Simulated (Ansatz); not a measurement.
Gas-phase electronic energies from Ansatz, PBE0-D4/def2-TZVP geometries. CCSD(T)/CBS adds triple-zeta CCSD(T) − MP2 to the extrapolated MP2 energy (def2 sets, frozen cores). This one scheme is used for every species, atoms too. DFT in def2-TZVPP. B3LYP here is the variant with VWN-RPA as its local correlation; programs differ in this. Open shells (•) are unrestricted, without spin–orbit coupling. Spin–orbit coupling would lower the free atoms: a little for C, Si; strongly for Sn. Elements past krypton have def2 core potentials. For Sn outer-core shells are correlated without core-valence functions, so the limit isn't a true one: a few kJ/mol of doubt a bond, and 10 to 20 or more in all where bonds break to atoms. One conformer a species, not always the lowest.

`C[CH2][SnH2][SiH3]` → 2 C• + 10 H• + Si• + Sn•  (atomization)

`C[CH2][SnH2][SiH3]`:

Cartesian coordinates in Å:
```
C 1.592 -0.173 -1.193
C 0.413 0.786 -1.245
Sn -1.325 0.046 -0.204
Si -0.773 -0.404 2.260
H 1.347 -1.140 -1.639
H 1.915 -0.363 -0.166
H 2.455 0.226 -1.736
H 0.669 1.751 -0.802
H 0.108 0.981 -2.276
H -2.607 1.176 -0.329
H -1.833 -1.408 -0.958
H -0.353 0.856 2.933
H 0.343 -1.382 2.372
H -1.951 -0.953 2.984
```

```
             species  B3LYP-D4 energy (Eh)
`C[CH2][SnH2][SiH3]`            -586.16466
                  C•             -37.85948
                  H•              -0.50215
                 Si•            -289.39209
                 Sn•            -214.32746
```

Work out ΔE.

ΔE = 10 × (-0.50215) + 2 × (-37.85948) + (-289.39209) + (-214.32746) − (-586.16466) = 1.70465 Eh = +1069.7 kcal/mol. CCSD(T)/CBS gives +1075.5 kcal/mol.

Largest T1 diagnostic among the species: 0.012.

In def2-TZVPP, CCSD(T) changes the Hartree–Fock value by +244.5 kcal/mol (the triples alone add +10.8 kcal/mol) and MP2 by +235.5 kcal/mol; breaking electron pairs costs correlation energy, which Hartree–Fock lacks. From PBE to PBE0 (25 % exact exchange), in def2-TZVPP and without D4, ΔE moves by −3.7 kcal/mol: exact exchange takes away binding that semilocal exchange gives to molecules. The D4 term adds +11.1 kcal/mol with B3LYP and +5.9 kcal/mol with PBE0; it sums over pairs of atoms, weighted by their polarisabilities, and B3LYP, whose exchange is more repulsive, gets the larger term.

For atomizations the MP2-based limit and the directly extrapolated one differ by several kJ/mol either way, and by 10 to 25 for some Ge, Se and Sn compounds, so smaller differences from it don't rank the levels.
